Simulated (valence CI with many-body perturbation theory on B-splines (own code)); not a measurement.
## Energy levels of Tl30+

Computed by configuration interaction combined with many-body perturbation theory (CI+MBPT): five valence electrons over a frozen Dirac-Fock core [Kr] 4d10, a basis of 7 s, 7 p, 7 d, 7 f, 4 g, 2 h functions for each j, with the one-electron correlation potential Σ1, the two-electron term Σ2, the three-electron term Σ3, Breit, model QED; selected CI, second order for the rest, scaled by the run's own slope (own B-spline code, finite nucleus).

The last digits are not significant, and no measured levels were compared; by estimate large intervals hold to a few tenths of a per cent, small ones and those within an open d or f shell to about a per cent. Among the levels kept, up to 950 cm⁻¹ of a level comes from second order outside the variational space, and about a tenth of that is noise between levels of different J, which matters for small intervals. Only levels of the ground parity were solved; by the run's estimate the other parity begins above the list, which can be wrong where configurations are misplaced.

Levels 46 to 90 of 193, with energies above the lowest level, (4f5/2^5) J=5/2. "Leading %" is the weight of the configuration and term that name the level; weights of strongly mixed levels are sums over their largest components and can fall short. In the jj column 3d3/2^4 stands for four electrons in 3d with j = 3/2.

| No. | Configuration | Term | J | E (cm⁻¹) | Leading % | Leading jj | Second component |
| --- | --- | --- | --- | --- | --- | --- | --- |
| 46 | 4f5 | 2P° | 3/2 | 147800 | 30 | 4f5/2^3 4f7/2^2 (74 %) | 20 % 4f5 6P° |
| 47 | 4f5 | 2H° | 11/2 | 149250 | 40 | 4f5/2^3 4f7/2^2 (50 %) | 25 % 4f5 4G° |
| 48 | 4f5 | 6P° | 7/2 | 150140 | 43 | 4f5/2^3 4f7/2^2 (50 %) | 25 % 4f5 4D° |
| 49 | 4f5 | 4F° | 9/2 | 150380 | 37 | 4f5/2^3 4f7/2^2 (54 %) | 22 % 4f5 4H° |
| 50 | 4f5 | 4K° | 17/2 | 150560 | 54 | 4f5/2^2 4f7/2^3 (94 %) | 27 % 4f5 4M° |
| 51 | 4f5 | 2K° | 15/2 | 151030 | 36 | 4f5/2^3 4f7/2^2 (79 %) | 33 % 4f5 4I° |
| 52 | 4f5 | 4G° | 5/2 | 153090 | 46 | 4f5/2^2 4f7/2^3 (49 %) | 23 % 4f5 4F° |
| 53 | 4f5 | 4D° | 3/2 | 153580 | 38 | 4f5/2^2 4f7/2^3 (52 %) | 17 % 4f5 2P° |
| 54 | 4f5 | 4G° | 9/2 | 157430 | 43 | 4f5/2^2 4f7/2^3 (48 %) | 19 % 4f5 4I° |
| 55 | 4f5 | 4F° | 5/2 | 158070 | 32 | 4f5/2^3 4f7/2^2 (63 %) | 19 % 4f5 4G° |
| 56 | 4f5 | 4K° | 15/2 | 158850 | 55 | 4f5/2^2 4f7/2^3 (96 %) | 26 % 4f5 4L° |
| 57 | 4f5 | 4M° | 19/2 | 158970 | 42 | 4f5/2^2 4f7/2^3 (85 %) | 34 % 4f5 2M° |
| 58 | 4f5 | 4P° | 1/2 | 159260 | 71 | 4f5/2^2 4f7/2^3 (82 %) | 22 % 4f5 4D° |
| 59 | 4f5 | 4I° | 11/2 | 161300 | 36 | 4f5/2^3 4f7/2^2 (61 %) | 26 % 4f5 2H° |
| 60 | 4f5 | 2G° | 9/2 | 165850 | 32 | 4f5/2^2 4f7/2^3 (58 %) | 23 % 4f5 4H° |
| 61 | 4f5 | 2I° | 13/2 | 166200 | 28 | 4f5/2^3 4f7/2^2 (70 %) | 27 % 4f5 4H° |
| 62 | 4f5 | 2N° | 19/2 | 166390 | 52 | 4f5/2^2 4f7/2^3 (92 %) | 47 % 4f5 4L° |
| 63 | 4f5 | 2O° | 21/2 | 167270 | 52 | 4f5/2^2 4f7/2^3 (75 %) | 43 % 4f5 4M° |
| 64 | 4f5 | 4F° | 7/2 | 167800 | 22 | 4f5/2^2 4f7/2^3 (52 %) | 21 % 4f5 4D° |
| 65 | 4f5 | 4F° | 9/2 | 168910 | 32 | 4f5/2^2 4f7/2^3 (59 %) | 29 % 4f5 2H° |
| 66 | 4f5 | 4G° | 11/2 | 171200 | 35 | 4f5/2^3 4f7/2^2 (42 %) | 18 % 4f5 2I° |
| 67 | 4f5 | 4F° | 7/2 | 172960 | 43 | 4f5/2^2 4f7/2^3 (49 %) | 19 % 4f5 4G° |
| 68 | 4f5 | 2M° | 17/2 | 173160 | 55 | 4f5/2^2 4f7/2^3 (89 %) | 24 % 4f5 4L° |
| 69 | 4f5 | 4H° | 13/2 | 174150 | 38 | 4f5/2^2 4f7/2^3 (70 %) | 32 % 4f5 2K° |
| 70 | 4f5 | 2F° | 5/2 | 175170 | 28 | 4f5/2^2 4f7/2^3 (55 %) | 23 % 4f5 2D° |
| 71 | 4f5 | 4K° | 11/2 | 180050 | 26 | 4f5/2^2 4f7/2^3 (52 %) | 24 % 4f5 4H° |
| 72 | 4f5 | 4P° | 5/2 | 180730 | 39 | 4f5/2^2 4f7/2^3 (76 %) | 20 % 4f5 4F° |
| 73 | 4f5 | 4I° | 15/2 | 181840 | 38 | 4f5/2^2 4f7/2^3 (46 %) | 32 % 4f5 2L° |
| 74 | 4f5 | 4H° | 7/2 | 181850 | 51 | 4f5/2^3 4f7/2^2 (38 %) | 15 % 4f5 4F° |
| 75 | 4f5 | 4F° | 3/2 | 182290 | 34 | 4f5/2^2 4f7/2^3 (62 %) | 18 % 4f5 4P° |
| 76 | 4f5 | 2K° | 13/2 | 185130 | 39 | 4f5/2^2 4f7/2^3 (63 %) | 35 % 4f5 4I° |
| 77 | 4f5 | 4P° | 1/2 | 185560 | 48 | 4f5/2^3 4f7/2^2 (81 %) | 34 % 4f5 4D° |
| 78 | 4f5 | 2I° | 11/2 | 185630 | 27 | 4f5/2^2 4f7/2^3 (64 %) | 25 % 4f5 4H° |
| 79 | 4f5 | 4G° | 9/2 | 188850 | 44 | 4f5/2^2 4f7/2^3 (52 %) | 16 % 4f5 4I° |
| 80 | 4f5 | 2O° | 23/2 | 191070 | 100 | 4f5/2^2 4f7/2^3 (100 %) |  |
| 81 | 4f5 | 2G° | 7/2 | 192960 | 42 | 4f5/2^2 4f7/2^3 (83 %) | 42 % 4f5 2F° |
| 82 | 4f5 | 4I° | 15/2 | 193960 | 45 | 4f5/2^2 4f7/2^3 (56 %) | 40 % 4f5 2L° |
| 83 | 4f5 | 2D° | 3/2 | 194880 | 53 | 4f5/2^2 4f7/2^3 (74 %) | 25 % 4f5 4P° |
| 84 | 4f5 | 4G° | 5/2 | 194890 | 38 | 4f5/2^2 4f7/2^3 (62 %) | 20 % 4f5 4D° |
| 85 | 4f5 | 4K° | 17/2 | 195680 | 43 | 4f5/2^2 4f7/2^3 (37 %) | 40 % 4f5 2L° |
| 86 | 4f5 | 4G° | 11/2 | 196370 | 35 | 4f5/2^2 4f7/2^3 (57 %) | 32 % 4f5 2H° |
| 87 | 4f5 | 2H° | 9/2 | 196530 | 32 | 4f5/2^2 4f7/2^3 (56 %) | 22 % 4f5 4F° |
| 88 | 4f5 | 2F° | 7/2 | 197290 | 41 | 4f5/2^2 4f7/2^3 (76 %) | 25 % 4f5 4F° |
| 89 | 4f5 | 4I° | 13/2 | 197960 | 44 | 4f5/2^2 4f7/2^3 (55 %) | 18 % 4f5 2K° |
| 90 | 4f5 | 4F° | 3/2 | 202780 | 32 | 4f5/2^3 4f7/2^2 (67 %) | 22 % 4f5 4D° |

Where two levels of one J and parity lie close, their mixing, g and order are uncertain.
